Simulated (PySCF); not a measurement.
**Ionisation energy of Be⁺ by level of theory**

Be⁺ [He] 2s1 (2S) → Be²⁺ 1s2 (1S), as a difference of total energies. All numbers are calculated (PySCF 2.14, no relativity, point nucleus, in aug-cc-pV5Z (7s6p5d4f3g2h, 127 functions)). The calculations carry no spin-orbit coupling.

```tsv
method	ionisation energy (eV)	error (eV)
UHF	18.127	-0.084
LDA	18.253	+0.042
PBE	18.494	+0.283
PBE0	18.455	+0.244
r2SCAN	18.186	-0.025
LC-wPBE	18.533	+0.322
B97-3	18.194	-0.017
HSE06	18.448	+0.237
```

Reference: 18.211 eV (measured; NIST Atomic Spectra Database, ionization energies).
